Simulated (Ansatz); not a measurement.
Reaction (formal exchange of groups at the Si–Ge bond): `[SiH3][SiH2][SiH2][SiH2][GeH3]` + `[SiH3][GeH3]` → `[SiH3][SiH2][SiH2][SiH2][GeH2][SiH3]` + GeH₄

Gas-phase electronic energies from Ansatz, PBE0-D4/def2-TZVP geometries. CCSD(T)/CBS adds triple-zeta CCSD(T) − MP2 to the extrapolated MP2 energy (def2 sets, frozen cores). DFT in def2-TZVPP. For Ge outer-core shells are correlated without core-valence functions, which leaves a few kJ/mol of doubt a bond. Scalar relativity is left out up to krypton. One conformer a species, not always the lowest.

```
                               species  BLYP energy (Eh)
      `[SiH3][SiH2][SiH2][SiH2][GeH3]`       -3242.22271
                        `[SiH3][GeH3]`       -2370.13404
`[SiH3][SiH2][SiH2][SiH2][GeH2][SiH3]`       -3532.92323
                                  GeH₄       -2079.43227
```

(1) Work out ΔE.

Largest T1 diagnostic among the species: 0.013.

## Answers

(1) ΔE = (-3532.92323) + (-2079.43227) − (-3242.22271) − (-2370.13404) = 0.00125 Eh = +0.03 eV. CCSD(T)/CBS gives -0.09 eV.

In def2-TZVPP, CCSD(T) changes the Hartree–Fock value by −0.12 eV (the triples alone add −0.02 eV) and MP2 by −0.14 eV. From BLYP to BHLYP (50 % exact exchange), in def2-TZVPP and without D4, ΔE moves by −0.03 eV. Leaving LDA and LC-ωPBE aside and taking each functional with its dispersion term where it has one, the values, not all of them listed here, spread over 0.07 eV, from BHLYP-D4 to B2PLYP. LDA lies −0.07 eV from PBE without D4.
